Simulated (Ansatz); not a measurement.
`Cl[Si](Cl)(Cl)[GeH3]` and `F[Si](Cl)(Cl)[GeH3]` differ in one atom or group.

Ansatz, PBE0-D4/def2-TZVP geometries, multiplicity 1. 

Scalar relativity is left out up to krypton.

```
                                                                                  property  `Cl[Si](Cl)(Cl)[GeH3]`
                                                     HOMO–LUMO gap (B3LYP/def2-TZVPP) / eV                    7.65
                                            size of the dipole moment (PBE/def2-TZVPP) / D                    1.40
                                        size of the dipole moment (ωB97M-V/def2-TZVPP) / D                    1.50
                                                      HOMO–LUMO gap (PBE0/def2-TZVPP) / eV                    8.14
                                                       HOMO energy (B3LYP/def2-TZVPP) / eV                   -8.28
ideal-gas entropy at 298 K and 1 bar (rigid rotor, harmonic PBE0-D4/def2-TZVP) / J/(mol·K)                     389
```

(1) What does the change do to each property? (An estimate is asked.)

## Answers

(1) The calculation gave: 
```csv
property,`F[Si](Cl)(Cl)[GeH3]`,shift
HOMO–LUMO gap (B3LYP/def2-TZVPP) / eV,7.90,0.25
size of the dipole moment (PBE/def2-TZVPP) / D,1.56,0.16
size of the dipole moment (ωB97M-V/def2-TZVPP) / D,1.66,0.16
HOMO–LUMO gap (PBE0/def2-TZVPP) / eV,8.28,0.14
HOMO energy (B3LYP/def2-TZVPP) / eV,-8.47,-0.19
"ideal-gas entropy at 298 K and 1 bar (rigid rotor, harmonic PBE0-D4/def2-TZVP) / J/(mol·K)",387,-2
```

With PBE0 the HOMO falls by 0.19 eV and the LUMO falls by 0.06 eV, so the gap widens by about 0.13 eV. PBE moves the HOMO by -0.16 eV and ωB97M-V by -0.21 eV. Dipoles are sizes alone; their direction can turn.

B3LYP here is the variant with VWN-RPA as its local correlation; programs differ in this.
